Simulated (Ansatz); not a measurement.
Cost and result for the atomization energy of `N[CH2][GaH][SiH3]` (12 atoms, 11 bonds).

```xyz
12

N     1.733   -0.509   -0.417
C     1.395    0.801    0.123
Ga   -0.515    0.920    0.640
Si   -2.015   -0.867    0.001
H     1.153   -0.745   -1.211
H     2.696   -0.548   -0.730
H     1.963    0.966    1.047
H     1.639    1.658   -0.529
H    -1.012    2.167    1.467
H    -3.407   -0.393   -0.241
H    -2.072   -1.889    1.086
H    -1.558   -1.562   -1.237
```

Total charge 0; spin multiplicity 1. Correlated methods include outer-core shells of Ga, which these sets cover unevenly. Scalar relativity is left out up to krypton. Geometry: relaxed with PBE0-D4/def2-TZVP. It is one conformer, not always the lowest. Program: Ansatz. All runs use 4 threads of an Arm Neoverse V2 on a shared host. Times are those of one run each, without the atoms' runs, and a repeat can differ threefold. Electronic energies, without spin–orbit coupling; frozen cores. CCSD(T)/CBS adds CCSD(T) − MP2 in def2-TZVPP to the MP2 limit, and its time is that of the two runs behind it. T1 = 0.012. With those shells the extrapolation isn't a true limit. B3LYP takes the VWN-RPA correlation (the form of Gaussian; ORCA's B3LYP/G).

CCSD(T)/CBS is a level of theory with its own doubt, some kJ/mol a heavy atom from the limit and from the frozen cores, so smaller differences don't rank the functionals.

```json
{"level": "PBE-D4/def2-TZVPP (with forces)", "functions": "264", "wall time": "2.8 s"}
{"level": "PBE0-D4/def2-TZVPP", "functions": "264", "wall time": "3.6 s"}
{"level": "r2SCAN-D4/def2-TZVPP (with forces)", "functions": "264", "wall time": "5 s"}
{"level": "B3LYP-D4/def2-TZVPP (with forces)", "functions": "264", "wall time": "5.5 s"}
{"level": "B2PLYP/def2-TZVPP", "functions": "264", "wall time": "6 s"}
{"level": "ωB97X-V/def2-TZVPP", "functions": "264", "wall time": "9 s"}
{"level": "ωB97M-V/def2-TZVPP (with forces)", "functions": "264", "wall time": "13 s"}
{"level": "MP2/def2-QZVPP", "functions": "513", "wall time": "25 s"}
{"level": "CCSD(T)/def2-TZVPP", "functions": "264", "wall time": "3.3 min"}
{"level": "CCSD(T)/CBS(def2)", "functions": "–", "wall time": "3.7 min"}
```

**Question.** What atomization energy does each give, and how far from CCSD(T)/CBS? (An estimate is asked.)

**Answer.** Computed: 
```
                             level  atomization (kJ/mol)  difference from CCSD(T)/CBS  per bond
   PBE-D4/def2-TZVPP (with forces)                3691.9                         10.8       1.0
                PBE0-D4/def2-TZVPP                3654.5                        -26.6      -2.4
r2SCAN-D4/def2-TZVPP (with forces)                3665.3                        -15.8      -1.4
 B3LYP-D4/def2-TZVPP (with forces)                3670.0                        -11.1      -1.0
                 B2PLYP/def2-TZVPP                3621.1                        -60.0      -5.5
                ωB97X-V/def2-TZVPP                3698.0                         16.9       1.5
  ωB97M-V/def2-TZVPP (with forces)                3673.7                         -7.4      -0.7
                    MP2/def2-QZVPP                3638.0                        -43.1      -3.9
                CCSD(T)/def2-TZVPP                3590.2                        -90.9      -8.3
                 CCSD(T)/CBS(def2)                3681.1                          0.0       0.0
```

From PBE to PBE0 (25 % exact exchange), in def2-TZVPP and without D4, the atomization energy moves by −34.0 kJ/mol: exact exchange takes away binding that semilocal exchange gives to molecules. In def2-TZVPP, CCSD(T) changes the Hartree–Fock value by +949.7 kJ/mol (the triples alone add +43.1 kJ/mol) and MP2 by +943.7 kJ/mol; breaking electron pairs costs correlation energy, which Hartree–Fock lacks. The D4 term adds +38.4 kJ/mol with B3LYP and +20.3 kJ/mol with PBE0; it sums over pairs of atoms, weighted by their polarisabilities, and B3LYP, whose exchange is more repulsive, gets the larger term.
